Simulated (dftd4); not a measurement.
H4Al, charge -1, singlet, geometry from GFN2-xTB (such geometries of metal compounds can be far from the true shape); D4 for revpbe run with dftd4.

Input for dftd4:
```
$ dftd4 mol.xyz --func revpbe --charge -1 --json dftd4.json --noedisp

# file mol.xyz
5

Al     0.00000000     0.00000000     0.00000000
H      1.18926445    -0.20785140     1.09178746
H     -1.18488180     0.90443151     0.65391954
H     -0.59986665    -1.45031671    -0.43161723
H      0.59548400     0.75373660    -1.31408978
```

The log (banner, timings and long lists left out):

```
                    ____  _____ _____     ____  _  _
      -------------|  _ \|  ___|_   _|---|  _ \| || |------------
     |             | | | | |_    | | ___ | | | | || |_           |
     |             | |_| |  _|   | ||___|| |_| |__   _|          |
     |             |____/|_|     |_|     |____/   |_|            |
     |             ===================================           |
     |            E. Caldeweyher, S. Ehlert & S. Grimme          |
     |          Mulliken Center for Theoretical Chemistry        |
     |                    University of Bonn                     |
      -----------------------------------------------------------

Rational (Becke-Johnson) damping: revpbe-D4-ATM
---------------------
  s6         1.0000
  s8         1.7468
  s9         1.0000
  a1         0.5363
  a2         3.0726
 alp        16.0000
--------------------

Dispersion energy:      -1.0726559634371E-02 Eh

[Info] JSON dump of results written to 'dftd4.json'
```
